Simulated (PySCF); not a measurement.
A structure optimised at PBE-D3(BJ)/def2-SVP, used in a PySCF frequency run:

```
N
H 1 1.0267
C 1 1.4625 2 111.76
H 3 1.1173 1 107.99 2 54.09
C 3 1.5404 4 107.76 1 123.46
H 5 1.1099 3 111.14 4 176.98
H 5 1.1102 6 108.00 3 123.23
H 5 1.1115 6 107.40 7 115.72
Si 1 1.7541 2 113.85 3 -151.99
H 9 1.5068 1 107.78 2 -154.65
H 9 1.5162 10 106.36 1 124.38
C 9 1.8843 10 111.33 11 118.20
H 12 1.1082 9 110.88 10 60.39
H 12 1.1087 13 108.42 9 121.41
H 12 1.1095 13 108.37 14 116.38
Si 3 1.9213 4 102.41 1 -119.58
H 16 1.5031 3 111.42 4 64.83
H 16 1.5059 17 109.49 3 -123.70
H 16 1.5063 17 109.17 18 -118.01
```
Charge 0, spin multiplicity 1.

Problem. Write its SMILES and formula.

Solution. C[SiH2]N[C@H](C)[SiH3], C₃H₁₃NSi₂

Problem. What are its rotational constants (standard atomic weights)?

Solution. 3.6377, 1.1588, 0.99089 GHz
